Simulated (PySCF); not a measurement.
Delta-SCF ions had no search for a lower state. 

Cartesian coordinates (Å):
SMILES: O=[Si](O)[SiH3]
```xyz
8

O      1.2373    -2.1300    -0.5797
Si     0.9596    -0.6732    -0.2490
O      2.1182     0.4672    -0.1479
Si    -1.2037     0.1260     0.1639
H      1.8462     1.3656     0.0684
H     -2.0316    -0.1429    -1.0357
H     -1.1795     1.5864     0.4427
H     -1.7465    -0.5992     1.3373
```
Charge 0, spin multiplicity 1.

Task: Predict the S1 oscillator strength, HOMO–LUMO gap and vertical ionisation energy (Delta-SCF) from r2SCAN-D4/def2-TZVP (PySCF).

Result: 
```yaml
S1 oscillator strength: 0.004
HOMO–LUMO gap: 4.45 eV
vertical ionisation energy (Delta-SCF): 9.98 eV
```
